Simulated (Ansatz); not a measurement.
Start from `B[SiH2]C=O` and change one atom or group to get `O=C[SiH2]CS`.

Ansatz, PBE0-D4/def2-TZVP geometries, multiplicity 1. Each molecule was computed in one conformer, which needn't be the lowest.

| property | `B[SiH2]C=O` |
| --- | --- |
| HOMO energy (PBE0/def2-TZVPP) / eV | -7.04 |
| HOMO energy (B3LYP/def2-TZVPP) / eV | -6.83 |
| size of the dipole moment (ωB97M-V/def2-TZVPP) / D | 2.42 |
| HOMO energy (ωB97M-V/def2-TZVPP) / eV | -9.28 |
| size of the dipole moment (PBE/def2-TZVPP) / D | 1.90 |
| HOMO energy (PBE/def2-TZVPP) / eV | -5.73 |

Q: What does the change do to each property? (Estimate.)

A: The calculation gave: 
```json
{"property": "HOMO energy (PBE0/def2-TZVPP) / eV", "`O=C[SiH2]CS`": "-6.81", "shift": "0.23"}
{"property": "HOMO energy (B3LYP/def2-TZVPP) / eV", "`O=C[SiH2]CS`": "-6.57", "shift": "0.26"}
{"property": "size of the dipole moment (ωB97M-V/def2-TZVPP) / D", "`O=C[SiH2]CS`": "2.33", "shift": "-0.09"}
{"property": "HOMO energy (ωB97M-V/def2-TZVPP) / eV", "`O=C[SiH2]CS`": "-9.02", "shift": "0.26"}
{"property": "size of the dipole moment (PBE/def2-TZVPP) / D", "`O=C[SiH2]CS`": "2.11", "shift": "0.21"}
{"property": "HOMO energy (PBE/def2-TZVPP) / eV", "`O=C[SiH2]CS`": "-5.58", "shift": "0.15"}
```

With PBE0 the HOMO rises by 0.23 eV and the LUMO rises by 1.09 eV, so the gap widens by about 0.86 eV. PBE moves the HOMO by 0.15 eV and ωB97M-V by 0.26 eV. Dipoles are sizes alone; their direction can turn.

B3LYP here is the variant with VWN-RPA as its local correlation; programs differ in this.
